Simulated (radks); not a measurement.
Species: the iodine ion I4+. Configuration: [Kr] 4d10 5s2 5p1. Calculated with a radial shooting solver on a logarithmic mesh with Libxc functionals: Dirac Kohn-Sham, BP86, spin-unpolarised, spherical densities, point nucleus; open shells fill j = l - 1/2 first.

Spin-orbit splittings of the eigenvalues, e(l+1/2) - e(l-1/2), with zeta = 2 splitting/(2l+1) and mean radii in bohr:

| shell | occ. | splitting (eV) | zeta (eV) | <r> j=l-1/2 | <r> j=l+1/2 |
|---|---|---|---|---|---|
| 2p | 6 | 298.9 | 199.3 | 0.09845 | 0.1041 |
| 3p | 6 | 56.25 | 37.50 | 0.3040 | 0.3155 |
| 3d | 10 | 11.83 | 4.731 | 0.2864 | 0.2901 |
| 4p | 6 | 11.00 | 7.331 | 0.7714 | 0.7994 |
| 4d | 10 | 1.739 | 0.6957 | 0.9064 | 0.9172 |
| 4f | 0 | 0.06263 | 0.01789 | 1.915 | 1.925 |
| 5p | 1 | 1.624 | 1.083 | 1.985 | 2.046 |
| 5d | 0 | ? | ? | 2.636 | 2.656 |

Estimate the 5d splitting.

Answer. 0.2125 eV (zeta = 0.08502 eV).
